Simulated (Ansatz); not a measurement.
`CO[SiH2][SiH2]O` and `O[SiH2][SiH2]CF` differ in one atom or group.

Ansatz, PBE0-D4/def2-TZVP geometries, multiplicity 1. Each molecule was computed in one conformer, which needn't be the lowest.

| property | `CO[SiH2][SiH2]O` |
| --- | --- |
| HOMO–LUMO gap (PBE/def2-TZVPP) / eV | 4.87 |
| size of the dipole moment (PBE/def2-TZVPP) / D | 1.71 |
| LUMO energy (ωB97M-V/def2-TZVPP) / eV | 1.01 |
| LUMO energy (PBE0/def2-TZVPP) / eV | -0.70 |
| HOMO energy (B3LYP/def2-TZVPP) / eV | -7.48 |
| LUMO energy (B3LYP/def2-TZVPP) / eV | -0.89 |

(1) Give the same properties after the change, and the shifts. (Best estimate.)

Answers

(1) The calculation gave: 
| property | `O[SiH2][SiH2]CF` | shift |
| --- | --- | --- |
| HOMO–LUMO gap (PBE/def2-TZVPP) / eV | 5.02 | 0.15 |
| size of the dipole moment (PBE/def2-TZVPP) / D | 1.27 | -0.44 |
| LUMO energy (ωB97M-V/def2-TZVPP) / eV | 1.00 | -0.01 |
| LUMO energy (PBE0/def2-TZVPP) / eV | -0.65 | 0.05 |
| HOMO energy (B3LYP/def2-TZVPP) / eV | -7.58 | -0.10 |
| LUMO energy (B3LYP/def2-TZVPP) / eV | -0.87 | 0.02 |

With PBE0 the HOMO falls by 0.09 eV and the LUMO rises by 0.05 eV, so the gap widens by about 0.14 eV. PBE moves the HOMO by -0.07 eV and ωB97M-V by -0.09 eV. Dipoles are sizes alone; their direction can turn.

B3LYP here is the variant with VWN-RPA as its local correlation; programs differ in this.
